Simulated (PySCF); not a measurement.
**Question.** Give a PBE0-D3(BJ)/def2-SVP geometry of `C/C(F)=C\[SiH3]`.

**Answer.** 
```
atom  x, y, z in Å
C1     1.299   -0.986    0.369
C2     1.014    0.464    0.219
F3     2.107    1.200    0.456
C4    -0.135    1.066   -0.102
Si5   -1.741    0.189   -0.454
H6     2.117   -1.280   -0.307
H7     1.635   -1.199    1.397
H8     0.418   -1.602    0.150
H9    -0.103    2.161   -0.145
H10   -2.751    1.194   -0.896
H11   -2.270   -0.516    0.756
H12   -1.584   -0.839   -1.532
```

Orientation and origin are arbitrary. Atoms count from 1 in this order. The C–C distances run from 1.337 Å (C2=C4, drawn double) to 1.485 Å (C1–C2, drawn single), a spread of 0.148 Å. Of the pairs four or more bonds apart, Si5···H8 is among the closest relative to their van der Waals radii: 2.87 Å, 87 % of the sum of Bondi's values. The 5 heavy atoms lie in one plane (0.001 Å rms). Si5 (SiH3 silicon) is tetrahedral (angles from 107.2° to 111.9°).

Bonds between heavy atoms (Å): C1–C2 1.485, C2–F3 1.339, C2=C4 1.337, C4–Si5 1.863.

Method used: PBE0-D3(BJ)/def2-SVP geometry optimisation, gas phase in PySCF.

Point group: near Cs, missed by 0.22 Å at most; the miss may be what the optimiser left on a soft mode. Stationary, but not proved a minimum.
